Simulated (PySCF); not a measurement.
Zr(NHMe)4, C4H16N4Zr (singlet state).
Bonds: Zr1–N2, Zr1–N8, Zr1–N14, Zr1–N20, N2–C3, N8–C9, N14–C15, N20–C21. Hydrogens: H4 on N2; H5, H6, H7 on C3; H10 on N8; H11, H12, H13 on C9; H16 on N14; H17, H18, H19 on C15; H22 on N20; H23, H24, H25 on C21.

Computed, not measured: PBE0-D3(BJ)/def2-SVP geometry optimisation, gas phase, def2 core potentials past Kr in PySCF.

Problem. List the bond lengths, angles and torsions at this level.

Solution. 
```
                   bond  length (bohr)
Zr1–N2 and 3 like bonds          3.877
 N2–C3 and 3 like bonds          2.727
 N2–H4 and 3 like bonds          1.930
C3–H5 and 11 like bonds          2.089
```

Bonds in one row agree within 0.02 bohr and their mean is given. A selection of angles:
```
     angle  degrees
 N2–Zr1–N8    110.6
N2–Zr1–N20    108.0
N8–Zr1–N20    109.9
 Zr1–N2–C3    133.8
 H4–N2–Zr1    115.4
  H4–N2–C3    110.8
H10–N8–Zr1    115.1
 H10–N8–C9    110.8
```

Dihedral angles: N8–Zr1–N2–C3 15° (synperiplanar); N2–Zr1–N8–C9 106° (anticlinal); N2–Zr1–N14–C15 -20° (synperiplanar); N2–Zr1–N20–C21 138° (anticlinal). The mirror-image conformer, all signs reversed, is as good.

N2 (nitrogen bonded to C, Zr and H) is planar (angles 133.8°, 115.4° and 110.8°, sum 360.0°, 0.02 Å off the plane of its three neighbours). All 4 N–Zr bonds measure 2.051 to 2.053 Å. All 4 C–N bonds measure 1.443 Å. Zr1 (zirconium bonded to 4 N) is tetrahedral (angles from 108.0° to 110.7°).

Stationary, but not proved a minimum.
